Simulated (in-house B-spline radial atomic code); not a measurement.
Results of a calculation; reference values are marked as such.
Softness against transferability: the 5p channel of Sn

Sn, [Kr] 4d10 5s2 5p2, non-relativistic LDA (VWN5), spherical and spin-unpolarised, from a B-spline radial code for spherical atoms (atomic units). The all-electron 5p level is ε = -0.144450 hartree, its outermost node lies just inside 1.12 bohr and its outer maximum at 2.57 bohr.

Troullier-Martins pseudo-orbitals are made for several radii. The cutoffs (hartree) are the plane-wave energies beyond which the orbital holds less than the named kinetic energy per electron. The phase error is the difference, pseudo minus all-electron, of arctan(R P'/P) at R = 3.9 bohr for all radii, half a hartree below and above the level.

```
r_c (bohr)  V_l(0) (hartree)  cutoff for 10 mEh  for 1 mEh  for 0.1 mEh  phase error at ε − 0.5 (mrad)  at ε + 0.5 (mrad)
      1.93             -3.45               1.48       12.5         24.2                           -0.2              -10.0
      2.24              0.30               1.41       5.25         11.1                           -0.1               -5.7
      2.57              0.28               1.34       5.12         10.6                           -0.2               -6.1
      2.91             -0.22               1.28       4.26         6.48                           -0.3              -10.7
      3.24             -0.55               1.28       3.08         5.12                           -0.5              -19.2
       3.6             -0.74               1.28       1.84         4.03                           -1.0              -31.5
```

(1) Which radius needs the lowest cutoff for 0.1 mEh while both phase errors stay within 10.8 mrad?

(2) What does the larger radius buy, and what does it cost?

Answers

(1) The radii within that limit are 1.93, 2.24, 2.57, 2.91 bohr; of these r_c = 2.91 needs the least, 6.48 hartree, that is 13 Ry or 176 eV.

(2) From r_c = 1.93 to 3.6 bohr the cutoff for 1 mEh goes from 12.5 to 1.84 hartree, a factor of 6.79, against 3.48 for a pure 1/r_c² scaling, end to end; step by step it is 12.5, 5.25, 5.12, 4.26, 3.08, 1.84, and for 0.1 mEh 24.2, 11.1, 10.6, 6.48, 5.12, 4.03; the number of plane waves goes as the cutoff to the power 3/2, here a factor of 17.7. The larger of the two phase errors is least at r_c = 2.24 bohr, 5.7 mrad; it is 10.0 at the smallest radius and 31.5 at the largest. These errors test the reference atom alone. The smallest radius lies well inside the outer maximum, where the nodeless form must bend sharply to keep the norm, so it is both harder and scatters less well than the next. Large radii also let the cores of neighbours overlap, which an atom doesn't show.
